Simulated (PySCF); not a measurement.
Constitutional and geometric isomers with formula CH6OSi2. Isolated molecules, 0 K electronic values unless said otherwise. One relaxed conformer stands for each flexible species; it need not be the lowest. Strings in code marks are SMILES.

Calculation: TPSSh-D3(BJ)/def2-TZVP // B3LYP-D3(BJ)/def2-TZVP in PySCF. Delta-SCF ions had no search for a lower state. Excitations are Tamm–Dancoff values on a coarser integration grid. The basis has no diffuse functions, so Rydberg states are missing or too high.

```
species                                                              HOMO (eV)  HOMO–LUMO gap (eV)  brightest of the four lowest singlets (TDA) (eV)  vertical ionisation energy (Delta-SCF) (eV)
-------------------------------------------------------------------  ---------  ------------------  ------------------------------------------------  -------------------------------------------
`[SiH2]=CO[SiH3]` (Si–C–O–Si torsion 0°)                                 -5.38                4.03                                                 ?                                         7.85
`OC[SiH]=[SiH2]` (H–O–C–Si torsion -173°, O–C–Si–Si torsion -106°)       -5.46                3.25                                              4.39                                            ?
`C=[SiH]O[SiH3]` (C–Si–O–Si torsion 1°)                                  -5.67                4.85                                                 ?                                         8.20
`[SiH2]([SiH]=C)O` (C–Si–Si–O torsion -11°, Si–Si–O–H torsion -47°)      -6.09                   ?                                                 ?                                         8.48
`OC([SiH3])=[SiH2]` (H–O–C–Si torsion 161°)                              -5.41                3.72                                              4.79                                            ?
`O=C([SiH3])[SiH3]`                                                      -5.81                3.36                                              5.25                                         8.44
`C/[SiH]=[SiH]/O` (Si–Si–O–H torsion 129°)                               -5.15                3.05                                              4.25                                         7.41
`C/[SiH]=[SiH]\O` (Si–Si–O–H torsion 132°)                               -5.15                   ?                                              4.37                                         7.41
`C=[Si](O)[SiH3]` (Si–Si–O–H torsion 180°)                               -5.59                4.32                                                 ?                                         7.99
`[SiH3][Si@@H]1CO1`                                                      -6.88                5.56                                                 ?                                         9.51
`CO[SiH]=[SiH2]` (C–O–Si–Si torsion 142°)                                    ?                3.10                                              4.24                                         7.72
`[SiH3][C@@H]1O[SiH2]1`                                                      ?                5.99                                                 ?                                         9.63
```

Q: Complete the blanks.

A: 
- `[SiH2]=CO[SiH3]` (Si–C–O–Si torsion 0°), brightest of the four lowest singlets (TDA) (eV): 5.10
- `OC[SiH]=[SiH2]` (H–O–C–Si torsion -173°, O–C–Si–Si torsion -106°), vertical ionisation energy (Delta-SCF) (eV): 7.73
- `C=[SiH]O[SiH3]` (C–Si–O–Si torsion 1°), brightest of the four lowest singlets (TDA) (eV): 5.69
- `[SiH2]([SiH]=C)O` (C–Si–Si–O torsion -11°, Si–Si–O–H torsion -47°), HOMO–LUMO gap (eV): 4.13
- `[SiH2]([SiH]=C)O` (C–Si–Si–O torsion -11°, Si–Si–O–H torsion -47°), brightest of the four lowest singlets (TDA) (eV): 5.35
- `OC([SiH3])=[SiH2]` (H–O–C–Si torsion 161°), vertical ionisation energy (Delta-SCF) (eV): 7.81
- `C/[SiH]=[SiH]\O` (Si–Si–O–H torsion 132°), HOMO–LUMO gap (eV): 3.08
- `C=[Si](O)[SiH3]` (Si–Si–O–H torsion 180°), brightest of the four lowest singlets (TDA) (eV): 5.07
- `[SiH3][Si@@H]1CO1`, brightest of the four lowest singlets (TDA) (eV): 5.60
- `CO[SiH]=[SiH2]` (C–O–Si–Si torsion 142°), HOMO (eV): -5.47
- `[SiH3][C@@H]1O[SiH2]1`, HOMO (eV): -7.03
- `[SiH3][C@@H]1O[SiH2]1`, brightest of the four lowest singlets (TDA) (eV): 5.98
